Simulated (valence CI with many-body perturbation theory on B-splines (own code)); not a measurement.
Results of a calculation; reference values are marked as such.
# Hyperfine factors and g values of Sb XXIX

Method: relativistic CI+MBPT: five valence electrons over a frozen Dirac-Fock core [Ar], a basis of 7 s, 7 p, 8 d, 6 f, 4 g, 1 h functions for each j, with the one-electron correlation potential Σ1 (screened to all orders), the two-electron term Σ2, the three-electron term Σ3, Breit, model QED; selected single and double excitations, second order for the rest, scaled by the run's own slope (own B-spline code, finite nucleus).

No measured spectrum was set against this ion. As an estimate, large intervals hold to a few tenths of a per cent, small ones and those within an open d or f shell to about a per cent. Only levels of the ground parity were solved; by the run's estimate the other parity begins above the list, which can be wrong where configurations are misplaced.

A/g_I is the dipole constant over the nuclear g factor μ/I (μ in nuclear magnetons, uniformly magnetised nucleus), B/Q the quadrupole constant per barn. Both hold the static response of the core; the bare values leave it out. Large factors of s and p1/2 electrons are usually good to 5 to 10 %; those of open d and f shells near neutrality can be off by tens of per cent, and small factors of p3/2, d and f electrons come from cancelling terms and can be off by a factor of two or in sign, in half-filled shells by more. B is blank for J = 1/2, where it vanishes, and for nearly pure S terms. Energies count from the lowest level.

Names give the largest LS component (configuration and term), which can be under half, so a name can repeat, a term be missing and a line seem to break the LS rules; names also repeat where a configuration has a term twice. Letters in brackets count levels of one name in rising energy.

```csv
Level,E (cm⁻¹),g,A/g_I (MHz),A/g_I bare,B/Q (MHz/b),B/Q bare
3d5 6S_5/2,0,1.834,1610,2500,3010,3060
3d5 2F_5/2 [a],85856,1.095,9320,9480,14100,14400
3d5 4G_7/2,131020,1.114,11300,11500,14000,14200
3d5 4P_3/2,135250,1.334,11600,12000,12800,13000
3d5 4G_11/2,137610,1.185,12800,13100,68.7,57.9
3d5 4G_5/2,149620,1.093,10600,10800,5110,5220
3d5 4G_9/2,149990,1.161,11800,12000,12400,12700
3d5 4P_1/2,160400,1.891,-5040,-4060,,
3d5 4D_7/2,187700,1.229,10600,10900,-1230,-1260
3d5 2D_5/2 [a],194440,1.230,9990,10300,-178,-181
3d5 2F_7/2 [a],214440,1.148,12400,12600,-13300,-13500
3d5 2I_11/2,214520,1.028,13800,13900,1180,1210
3d5 2D_3/2 [a],223000,0.997,20200,20300,-11700,-11900
3d5 4D_1/2,224000,0.674,27600,27300,,
3d5 2G_9/2 [a],230320,1.148,11600,11800,-2080,-2130
3d5 4F_3/2,234620,1.023,13300,13400,2690,2750
3d5 2I_13/2,236390,1.073,14200,14300,-36.4,-32.7
3d5 2F_5/2 [b],249940,1.021,13900,14000,-2000,-2030
3d5 2H_9/2,274820,1.100,13100,13200,1620,1650
3d5 4F_5/2,285040,1.079,13300,13400,-2860,-2920
3d5 2G_7/2 [a],286150,0.994,16900,17000,-432,-447
3d5 2F_5/2 [c],305600,1.103,9120,9280,-4090,-4170
3d5 2D_3/2 [b],305950,0.731,21900,21700,122,136
3d5 2F_7/2 [b],313660,1.077,14800,14900,4040,4120
3d5 2S_1/2,326080,1.914,-3510,-2520,,
3d5 4F_7/2,336860,1.185,10700,10900,-21700,-22100
3d5 2G_9/2 [b],341710,1.100,12900,13000,7530,7690
3d5 2H_11/2,344270,1.061,13900,14000,-1320,-1330
3d5 2D_3/2 [c],369100,0.841,15700,15600,-12500,-12800
3d5 2D_5/2 [b],383500,1.101,12700,12900,10000,10300
3d5 2G_9/2 [c],407400,1.107,12600,12700,-19500,-19900
3d5 2D_5/2 [c],412490,1.104,10900,11000,-9000,-9180
3d5 2G_7/2 [b],428920,0.938,16400,16300,18600,19000
3d5 2P_3/2,451530,1.219,12000,12200,-12300,-12600
3d5 2P_1/2,492050,0.840,457,399,,
3d5 2D_5/2 [d],526960,1.186,9930,10200,-14100,-14400
3d5 2D_3/2 [d],547050,0.889,22000,21900,21000,21400
```

**Question.** Take the isotope of mass number 121, with I = 5/2, μ = 3.358 μN and Q = -0.543 b. What is the hyperfine structure of 3d5 2F_5/2 [a]?

**Answer.** From the table A = 12500 MHz, B = -7650 MHz. Shifts from the centre of gravity in MHz: F = 0: -115000, F = 1: -100000, F = 2: -72400, F = 3: -32200, F = 4: 18300, F = 5: 76200.
